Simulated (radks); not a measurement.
Problem. Species: Re. Configuration: [Xe] 4f14 5d5 6s2. Method: scalar-relativistic Kohn-Sham, Slater X-alpha with alpha = 0.701, spin-unpolarised, spherical densities, finite nucleus; Fermi nuclear charge, rms radius 5.3698 fm; computed with a radial shooting solver on a logarithmic mesh with Libxc functionals. Some entries of the table are withheld. Estimate them.

orbital,occ.,eigenvalue (Ry),<r^2> (bohr^2),r(max) (bohr)
1s,2,-5263.472,0.0004484,0.01125
2s,2,-913.0624,0.006881,0.06456
2p,6,-797.4736,0.005706,0.05302
3s,2,-211.3967,0.04461,0.1821
3p,6,-177.2870,0.04539,0.1803
3d,10,-138.4822,0.03761,0.1467
4s,2,-44.04499,0.2192,(1)
4p,6,-32.84213,0.2497,0.4328
4d,10,-18.76083,0.2892,(2)
5s,2,-6.23421,1.201,0.9357
5p,6,(3),1.650,1.058
4f,14,-3.11016,0.4168,0.4155
6s,2,-0.39473,(4),2.554
5d,5,-0.35038,4.564,1.420

Solution. 
(1) 4s r(max) (bohr): 0.4125
(2) 4d r(max) (bohr): 0.4429
(3) 5p eigenvalue (Ry): -3.41819
(4) 6s <r^2> (bohr^2): 10.91
